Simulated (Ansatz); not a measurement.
`N#C[SiH2][SiH2]Cl` + H₂ → `[SiH3][SiH2]Cl` + `C#N` at 400 K and 1 bar (hydrogenolysis of the Si–C bond).

Program: Ansatz. Geometries: PBE0-D4/def2-TZVP. ΔE: electronic, gas phase. CCSD(T)/CBS is the MP2 limit (def2-TZVPP, def2-QZVPP) plus CCSD(T) − MP2 in def2-TZVPP, frozen cores. This one scheme is used for every species. Each species was taken in one conformer, which may not be the lowest.

| species | CCSD(T)/CBS energy (Eh) | H − E (kJ/mol) | S (J/(mol·K)) |
| --- | --- | --- | --- |
| `N#C[SiH2][SiH2]Cl` | -1133.12837 | 151.9 | 408.0 |
| H₂ | -1.17544 | 38.0 | 139.0 |
| `[SiH3][SiH2]Cl` | -1040.97629 | 141.5 | 352.3 |
| `C#N` | -93.32098 | 56.1 | 211.9 |

H − E and S are ideal-gas, rigid-rotor, harmonic terms from PBE0-D4/def2-TZVP, for one conformer and one mirror image of each species. For small species the MP2-based limit differs from directly extrapolated CCSD(T) by up to some mEh (0.8 for H₂); such offsets cancel only in part. 1 Eh = 2625.50 kJ/mol, R = 8.31446 J/(mol·K).

Question: By hand: ΔE, ΔH, ΔS and ΔG.

Answer: ΔE = (-1040.97629) + (-93.32098) − (-1133.12837) − (-1.17544) = 0.00654 Eh = 17.2 kJ/mol. Δ(H − E) = 141.5 + 56.1 − 151.9 − 38.0 = 7.7, so ΔH = 24.9 kJ/mol. ΔS = 352.3 + 211.9 − 408.0 − 139.0 = 17.2 J/(mol·K). ΔG = 24.9 − 400 × (17.2)/1000 = 18.0 kJ/mol.

Question: By hand: the equilibrium constant, and the temperature at which ΔG would vanish if ΔH and ΔS stayed fixed.

Answer: log₁₀ K = −ΔG/(RT ln 10) = -2.4. ΔG = 0 at ΔH/ΔS = 1448 K, though so small a ΔS makes that figure unsure.

ΔH outweighs TΔS. A doubt of 5 kJ/mol in ΔE shifts log₁₀ K by 0.7 here. Other conformers and mirror images would add mixing entropy, several J/(mol·K) or more a flexible species. Modes under 60 cm⁻¹, often nearly free rotors, make the harmonic entropy too high. These are equilibria of isolated gas molecules and say nothing of rates. Largest T1 diagnostic: 0.014 (customary marks: 0.02 for closed shells, 0.045 for open ones).
